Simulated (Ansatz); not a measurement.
Rb₂F₂. The state is a triplet with charge 0. Geometry PBE0-D4/def2-TZVP, that of the charge +1 doublet; atoms count from 1.

Cartesian coordinates in Å:
```
Rb -2.3228 0.8000 -0.3570
Rb 2.3220 -0.8019 0.3576
F -0.0721 0.2144 0.9495
F 0.0729 -0.2125 -0.9500
```

In the def2 sets Rb takes a core potential; there is no spin–orbit coupling. At PBE0-D4/def2-TZVP a singlet of charge 0 lies 1.76 eV below the triplet at the same geometry. The structure comes from a short search, and lower isomers may exist.

**Question.** Estimate the Mulliken populations from the PBE0/def2-TZVP orbitals of Ansatz.

**Answer.** 
```
atom  charge (e)  spin (α − β)
 Rb1        0.42          0.50
 Rb2        0.42          0.50
  F3       -0.42          0.50
  F4       -0.42          0.50
```
Mulliken values and Mayer orders depend strongly on the basis.

**Question.** Where does the spin sit?

**Answer.** Summed by element: Rb 1.00, F 1.00, of 2 unpaired in all. Largest on single atoms: F4 0.50, F3 0.50, Rb1 0.50.

**Question.** And the Mayer bond orders between bonded heavy atoms (over 0.3)?

**Answer.** Rb1–Rb2 0.51 (4.97 Å). Values over 0.3 also appear between atoms too far apart for a bond (F3–F4 0.46 at 1.95 Å); they arise where an orbital or an unpaired electron spreads over both atoms.
